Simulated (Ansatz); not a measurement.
A search over several starts for the lowest SCF solution of ScAu4⁺ at the given spin, in a small basis.

```yaml
crystal:
  periodic: [false, false, false]
  atoms:
    - {symbol: Sc, position_ang: [-0.004460, 0.766684, -0.487962]}
    - {symbol: Au, position_ang: [-1.303471, -1.537167, 0.034243]}
    - {symbol: Au, position_ang: [2.413155, 1.167629, 0.219613]}
    - {symbol: Au, position_ang: [-2.443516, 1.109700, 0.177380]}
    - {symbol: Au, position_ang: [1.338302, -1.506845, 0.056726]}
basis:
  gaussian: {orbitals: def2-SVP, initial_orbitals: start.molden}
total_charge: 1
hamiltonian: {xc: pbe0, dispersion: d4}
output: {orbitals: {seedname: orbitals}}
```

The file start.molden holds the orbitals of an earlier run on this structure, at another level or in another basis.

```sh
$ ansatz run in.yaml --threads 4 --pin off --events-out ev --progress --plain --max-ram 4787MiB
```

Output, abridged:

```
Functional definition: PBE0
1652 factors; integrals over basis functions are off by at most 3.2e-4 eV
mean field evaluation 1: about -35442.6175 eV, gradient 2.8e2 eV
mean field evaluation 2: about -35452.0268 eV, gradient 2.0e1 eV
mean field evaluation 4: about -35461.6877 eV, gradient 1.1e1 eV
mean field evaluation 8: about -35462.6234 eV, gradient 5.0e-2 eV
mean field evaluation 16: about -35451.0517 eV, gradient 7.8e1 eV
mean field evaluation 32: about -35462.6234 eV, gradient 3.8e-4 eV
mean field -35462.62340593 eV, -1303.2273727385 hartree, gradient 1.6e-5 eV, S^2 0.000000; 1 other end points of the search recorded, 0 dependent functions left out
reference -35462.62344823 eV, -1303.2273742929 hartree; 48, 48 occupied and 111, 111 virtual orbitals, 1652 factors
Total energy: -35462.89799260 eV, -1303.2374636123 hartree
```

Run time 8 s (4 threads of Intel Xeon 6975P-C on a shared host), peak host memory 0.57 GiB.

In the def2 sets Au takes a core potential; there is no spin–orbit coupling. The structure comes from a short search, and lower isomers may exist.
